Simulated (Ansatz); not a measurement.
Molecule: trifluoro(trifluoromethyl)silane, CF₆Si, net charge 0, singlet state. 
Structure (B3LYP-D3(BJ)/def2-TZVP (Ansatz, a quantum-chemistry and plane-wave program) minimum search):
SMILES: FC([Si](F)(F)F)(F)F
```xyz
8

F      1.4643    -1.3601    -0.1426
C      1.0665    -0.0767    -0.0192
F      1.5899     0.6125    -1.0543
F      1.6144     0.4117     1.1130
Si    -0.8418     0.0606     0.0151
F     -1.2483     1.5706     0.1596
F     -1.4254    -0.5204    -1.3221
F     -1.3965    -0.7573     1.2357
```
Charge 0, spin multiplicity 1.

Atomisation energy built up term by term with Ansatz (kcal/mol; UHF references for open shells; valence terms freeze the core; atomic spin-orbit terms are left out). CBS marks a two-point X^-3 extrapolation of the correlation energy; Hartree-Fock from the larger set.

| term | basis | kcal/mol |
|---|---|---|
| Hartree-Fock | cc-pV(Q+d)Z | … |
| CCSD correlation | CBS(cc-pV(T+d)Z,cc-pV(Q+d)Z) | … |
| (T) | CBS(cc-pV(T+d)Z,cc-pV(Q+d)Z) | 20.84 |
| core correlation | cc-pwCVTZ | 1.29 |
| scalar relativity (X2C) | cc-pVTZ-DK against cc-pVTZ | -2.15 |
| sum: De |  | … |

Question: Complete the blanks.

Answer: 
- Hartree-Fock, kcal/mol: 591.84
- CCSD correlation, kcal/mol: 233.00
- sum: De, kcal/mol: 844.8
